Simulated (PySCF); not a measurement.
Computed shifts of a molecule C5H12Si, PBE/pcSseg-1 (PySCF), GIAO, gas phase, atoms alike by connectivity averaged where their shifts nearly agree, in ppm (number of nuclei): ²⁹Si: -74.3 (1). ¹³C: 41.9 (1), 39.9 (1), 36.2 (1), 23.8 (1), 21.8 (1). ¹H: 4.13 (3), 2.53 (1), 2.46 (1), 2.39 (1), 2.10 (1), 2.01 (1), 1.87 (1), 1.79 (1), 1.43 (1), 0.95 (1). References: ²⁹Si against TMS (σ = 335.4 ppm); ¹³C against TMS (σ = 182.0 ppm); ¹H against TMS (σ = 31.49 ppm), references at their B3LYP-D3(BJ)/def2-TZVP geometries, non-relativistic. Geometry optimised at r2SCAN-D4/def2-SVP. One conformer was computed; it need not be the lowest.

**Question.** Identify the compound among the candidates.
(A) CC(C)=CC[SiH3]
(B) C=C(CC)C[SiH3]
(C) C[SiH2]C1CCC1
(D) [SiH3]CC1CCC1

**Answer.** D, [SiH3]CC1CCC1
